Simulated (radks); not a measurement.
Q: All-electron atom: Mn2+ in [Ar] 3d5 (the NIST ground configuration). All-electron calculation, Dirac Kohn-Sham, Slater X-alpha with alpha = 0.656, spin-unpolarised, spherical densities, finite nucleus; open shells fill j = l - 1/2 first; Fermi nuclear charge, rms radius 3.7057 fm. Program: a radial shooting solver on a logarithmic mesh with Libxc functionals. Some entries of the table are withheld. Estimate them.

orbital  occ.  eigenvalue (hartree)  <1/r> (bohr^-1)  <r^2> (bohr^2)
1s1/2       2             -236.1347            24.88        0.005007
2s1/2       2             -27.81360            5.307             (1)
2p1/2       2             -23.93498            5.258             (2)
2p3/2       4             -23.55326            5.172             (3)
3s1/2       2              -3.72418            1.661          0.8443
3p1/2       2              -2.62110            1.535          0.9580
3p3/2       4              -2.57430            1.515          0.9777
3d3/2       4                   (4)            1.155           1.749
3d5/2       1                   (5)            1.151           1.763

A: 
(1) 2s1/2 <r^2> (bohr^2): 0.09273
(2) 2p1/2 <r^2> (bohr^2): 0.07429
(3) 2p3/2 <r^2> (bohr^2): 0.07596
(4) 3d3/2 eigenvalue (hartree): -0.84340
(5) 3d5/2 eigenvalue (hartree): -0.83890
